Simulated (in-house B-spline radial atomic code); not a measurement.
# Ionising I⁷⁺ with different functionals

Computed with an all-electron radial atomic-structure program (B-spline basis): non-relativistic Hamiltonian, point nucleus, spin-polarised at highest spin, spherical fractional occupations for the functionals, and exact exchange of hybrids averaged over the configuration. The ionisation energy is the difference of two self-consistent energies, [Kr] 4d10 → [Kr] 4d9, without Breit or QED terms; ε is the level of the shell that loses the electron (its least bound occupied spin orbital). There is no spin-orbit coupling in this Hamiltonian.

```
   method                    rung  ΔSCF (eV)  -ε(4d) (eV)
     PBE0           global hybrid     152.63       144.49
    B3LYP           global hybrid     152.56       143.77
    TPSSh           global hybrid     152.53       142.45
   M06-2X           global hybrid     152.38       147.95
BHandHLYP           global hybrid     152.57       147.72
  r2SCAN0           global hybrid          ?            ?
    B97-1           global hybrid     152.47       143.78
    HSE06  range-separated hybrid     152.59       144.04
    wB97X  range-separated hybrid          ?            ?
CAM-B3LYP  range-separated hybrid     152.49       145.76
  LC-wPBE  range-separated hybrid     152.44       146.63
```

(1) What does r2SCAN0 give?

(2) What does wB97X give?

(3) Among the functionals, which spreads more, the ΔSCF values or the orbital energies?

(4) How do they compare with the NIST value?

Results:

(1) ΔSCF 153.15 eV, and -ε(4d) = 145.11 eV.

(2) ΔSCF 152.27 eV, and -ε(4d) = 146.60 eV.

(3) The orbital energies: ΔSCF values span about 0.88 eV and the orbital energies 5.50 eV; here energy differences depend much less on the functional than eigenvalues do.

(4) NIST lists 150.8 eV ± 0.1 (measured, ground level to ground level). Errors run from +1.46 to +2.34 eV. The correlated functionals all miss on the same side by more than they spread, so the cause is common to them (relativity, Breit-QED terms, multiplet and fine-structure energies, or a listed next ion that isn't the cheapest removal here) and closeness doesn't rank the functionals.
